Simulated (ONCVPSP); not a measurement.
Before and after: ONCV potential for iridium

- Element: iridium
- Generator: ONCVPSP 4.0.1
- Type: optimised norm-conserving Vanderbilt (ONCV)
- Functional: PBEsol
- Relativity: fully relativistic
- Frozen core: [Kr] 4d10 4f14
- Valence charge: 17
- Reference configuration: 5s2 5p6 5d7 6s1.5 (charge +0.5)
- Partial waves: 5s+6s: rc 1.70 bohr, ncon 4, nbas 8, qcut 6.3 1/bohr, 2 projectors; 5p: rc 1.25 bohr, ncon 3, nbas 8, qcut 7.4 1/bohr, 1 projector; 5d: rc 2.50 bohr, ncon 3, nbas 8, qcut 6.5 1/bohr, 2 projectors, debl 2.8 Ha
- Local potential: polynomial inside 0.95 bohr (lpopt 3, dvloc0 0 Ha)
- Core correction: Teter function, fcfact 4, rcfact 1.8

Open shells are filled in proportion to 2j + 1.

Change: d: ncon 4, nbas 9.

Cutoffs: the cutoffs (Ha) at which the residual kinetic energy of the hardest occupied pseudo-wave falls to 1 and 0.1 mHa per electron; they do not see the model core or the augmentation charge, which bear on the density cutoff. Errors are all-electron minus pseudo energies relative to the spin-unpolarised reference configuration.

Task: Predict the effect on cutoff, ghosts and configuration errors.

Result: The potential gets neither clearly harder nor softer (27 Ha and 138 Ha → 27 Ha and 138 Ha); the errors of the 4 common tests hardly move; neither file shows a bound ghost.

```tsv
quantity	base	changed
cutoff, loose	27 Ha	27 Ha
cutoff, tight	138 Ha	138 Ha
loose cutoff by channel	s 16 Ha, p 27 Ha, d 14 Ha	s 16 Ha, p 27 Ha, d 15 Ha
bound ghosts	none	none
GHOST(+) flags under 300 eV	s at 76.6 eV	s at 76.6 eV
error for 5s2 5p6 5d7 6s2, meV [ΔE -4.06 eV]	-0.5	-0.6
error for 5s2 5p6 5d7 6s1, meV [ΔE 5.87 eV]	-0.8	-0.8
error for 5s2 5p6 5d7 6s0, meV [ΔE 23.38 eV]	-14	-14
error for 5s2 5p6 5d6 6s2 6p1, meV [ΔE 3.08 eV]	+147	+143
s: phases at 1.73 bohr within 0.05 rad from the reference energy up to (Ha; the scan ends near 5)	2.4	2.4
p3/2: phases at 1.27 bohr within 0.05 rad from the reference energy up to (Ha; the scan ends near 5)	1.2	1.2
p1/2: phases at 1.27 bohr within 0.05 rad from the reference energy up to (Ha; the scan ends near 5)	1.0	1.0
d5/2: phases at 2.53 bohr within 0.05 rad from the reference energy up to (Ha; the scan ends near 5)	to the end of the scan	to the end of the scan
d3/2: phases at 2.53 bohr within 0.05 rad from the reference energy up to (Ha; the scan ends near 5)	4.9	to the end of the scan
rms error of d²Exc/dni dnj with the model core, mHa	1.88	1.87
```
